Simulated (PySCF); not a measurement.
# Magnesium: a sound run and one with changed settings

Sound run: Mg²⁺ [Ne], Mg³⁺ [He] 2s2 2p5. All numbers are calculated (PySCF 2.14, the spin-free X2C one-electron Hamiltonian (Gaussian nucleus), in cc-pVDZ-DK). The sound run starts from symmetry-adapted Hartree-Fock orbitals and uses a fine grid where one is needed.

A second run was set up differently.

| species | method | sound run (hartree) | changed run (hartree) | converged |
| --- | --- | --- | --- | --- |
| Mg²⁺ | UHF | -199.12893 | -199.12893 | yes |
| Mg²⁺ | B3LYP | -199.54788 | -199.54788 | yes |
| Mg²⁺ | PBE0 | -199.43258 | -199.43258 | yes |
| Mg³⁺ | UHF | -196.15079 | -196.15079 | yes |
| Mg³⁺ | B3LYP | -196.50722 | -196.50658 | yes |
| Mg³⁺ | PBE0 | -196.40153 | -196.40081 | yes |

Ionisation energy of Mg²⁺:

| method | sound run (eV) | changed run (eV) |
| --- | --- | --- |
| UHF | 81.039 | 81.039 |
| B3LYP | 82.741 | 82.758 |
| PBE0 | 82.479 | 82.499 |

What was changed?
A. a valence shell is frozen
B. angular grid far too coarse
C. too few SCF iterations
D. minimal basis

B. It used 14 angular points. A coarse angular grid integrates products of high-l functions wrongly, so density functionals can shift, and the SCF can exploit the error; Hartree-Fock and MP2 need no grid.
